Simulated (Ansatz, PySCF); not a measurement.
WH4, SMILES [WH4] (connectivity only; charge and spin as stated), neutral, multiplicity 3. Atoms are numbered in the order given.

```xyz
5

W      0.0000     0.0000     0.0000
H      0.9842     0.9842     0.9842
H     -0.9842     0.9842    -0.9842
H     -0.9842    -0.9842     0.9842
H      0.9842    -0.9842    -0.9842
```
Charge 0, spin multiplicity 3.

The structure is a stationary point at PBE0-D3(BJ)/def2-TZVPD. The multiplicity is an assumed one; other spin states were not compared. The def2 effective core potentials stand for the cores of W; spin–orbit coupling is left out.

Two levels are set side by side: PBE-D3(BJ)/def2-TZVPD (Ansatz, a quantum-chemistry and plane-wave program) and PBE0-D3(BJ)/def2-TZVPD (Ansatz). Each level has its own optimised geometry; the coordinates shown are those of the second. Frequencies come from the Hessian of PySCF at each geometry. Differences are taken from unrounded values.

| quantity | PBE0-D3(BJ) |
|---|---|
| mean bond length (Å) | 1.705 |
| bond W1–H2 (Å) | 1.705 |
| bond W1–H3 (Å) | 1.705 |
| bond W1–H4 (Å) | 1.705 |
| bond W1–H5 (Å) | 1.705 |
| highest harmonic wavenumber (cm⁻¹) | 2025 |
| mean harmonic wavenumber (cm⁻¹) | 1235 |
| zero-point energy (kcal/mol) | 15.89 |

Question: What does PBE-D3(BJ) give, and how far is it from PBE0-D3(BJ)? (Estimate from the structure and the level; the computed values follow.)

Answer: 
```tsv
quantity	PBE-D3(BJ)	PBE-D3(BJ) minus PBE0-D3(BJ)
mean bond length (Å)	1.711	0.006
bond W1–H2 (Å)	1.711	0.006
bond W1–H3 (Å)	1.711	0.006
bond W1–H4 (Å)	1.711	0.006
bond W1–H5 (Å)	1.711	0.006
highest harmonic wavenumber (cm⁻¹)	1975	-50
mean harmonic wavenumber (cm⁻¹)	1206	-28
zero-point energy (kcal/mol)	15.52	-0.37
```

GGA bonds tend to be longer and softer than those of functionals with exact exchange. Differences between two approximate levels are no errors against the true value.
